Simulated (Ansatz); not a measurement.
This geometry of C2H5OSi (9 atoms, charge 1, multiplicity 1) is a first-order saddle point.

All numbers below come from Ansatz, RKS BLYP-D4/def2-SVP.

```xyz
9
Properties=species:S:1:pos:R:3
C -0.596 1.745 -1.061
C -0.316 0.703 -0.235
Si 0.615 -0.776 -0.392
O 0.226 -1.315 1.353
H -0.247 1.871 -2.102
H -1.235 2.566 -0.676
H 1.438 -2.041 -0.589
H 0.470 -2.108 1.890
H -0.354 -0.644 1.812
```

**Question.** Which two structures does it join? (They come from a converged band through this point; their orientation in space is the band's.)

**Answer.** No bond is made or broken. The dihedral H7–Si3–O4–H9 goes from -40 to -166°. The two ends are copies of one structure, up to a mirror image or an exchange of like atoms.

Initial state:

```xyz
9
Properties=species:S:1:pos:R:3
C -0.505 1.758 -1.068
C -0.170 0.533 -0.722
Si 0.897 -0.800 -0.281
O 0.361 -1.321 1.492
H 0.196 2.616 -1.038
H -1.534 1.976 -1.419
H 0.569 -2.093 -0.948
H 0.625 -0.808 2.289
H -0.438 -1.861 1.695
```

Final state:

```xyz
9
Properties=species:S:1:pos:R:3
C -0.509 1.755 -1.068
C -0.007 0.601 -0.684
Si 0.064 -1.147 -0.456
O 0.154 -1.406 1.448
H -1.553 1.888 -1.412
H 0.126 2.665 -1.063
H 1.387 -1.754 -0.775
H 0.974 -1.293 1.984
H -0.635 -1.309 2.027
```

**Question.** How far does it lie above each of them?

**Answer.** 118.7 kJ/mol above the first and 118.7 kJ/mol above the second. This is the barrier of this one path; another mechanism may lie lower. Limits of this set-up: the dipole of an ion depends on the origin.

Time of the run: 100 s on 1 thread of AMD EPYC 9R45 96-Core Processor (Zen 5) (shared host), peak memory 0.13 GiB.
